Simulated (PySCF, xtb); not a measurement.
C3H5F3O, SMILES CCOC(F)(F)F. Other conformers were not sampled.

Harmonic wavenumbers (cm⁻¹) from GFN2-xTB in xtb 6.7.1 at its own minimum, in rising order: 47, 101, 166, 205, 330, 389, 391, 534, 555, 610, 835, 837, 947, 998, 1077, 1088, 1142, 1143, 1238, 1250, 1337, 1399, 1463, 1464, 1485, 2932, 2942, 3058, 3062, 3065.

Task: What does PySCF with PBE-D3(BJ)/def2-SVP give at its own minimum? (The exact figures need the calculation; the answer reports its results.)

Result: 33, 103, 184, 253, 346, 421, 423, 577, 596, 659, 796, 818, 946, 1073, 1092, 1133, 1135, 1219, 1254, 1267, 1338, 1388, 1405, 1429, 1454, 2970, 2987, 3025, 3085, 3085. Paired by order, the mean absolute difference is 30 cm⁻¹ and the zero-point energies are 51.6 and 52.2 kcal/mol.
